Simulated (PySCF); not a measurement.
Excitation energy of Te by level of theory

Te [Kr] 4d10 5s2 5p4 (3P) → Te [Kr] 4d10 5s2 5p3 6s1 (5S), as a difference of total energies. Calculation: PySCF 2.14, in aug-cc-pwCVTZ-DK3 with one added diffuse shell each of s, p, d, f type (11s10p8d5f1g, 125 functions); scalar relativity by spin-free X2C-1e. Correlated levels: valence: [Kr] 4d10 frozen; valence and next inner shell: [Ar] 3d10 frozen. The calculations carry no spin-orbit coupling.

| method | excitation energy (cm⁻¹) |
| --- | --- |
| UHF | 36642 |
| LDA | 42660 |
| PBE | 41312 |
| PBE0 | 41917 |
| r2SCAN | 43198 |
| MP2 (valence) | 39703 |
| SCS-MP2 (valence) | 41062 |
| MP2 (valence and next inner shell) | 39934 |
| SCS-MP2 (valence and next inner shell) | 41081 |

Errors of the correlated levels include the incompleteness of this basis and the frozen core.

Which method comes closest to the reference value, and which is furthest?

The reference is 42146 cm⁻¹ (measured; NIST levels, between the centres of gravity of the two terms). Closest: PBE0 (error -229.67 cm⁻¹); furthest: UHF (error -5504.7 cm⁻¹).
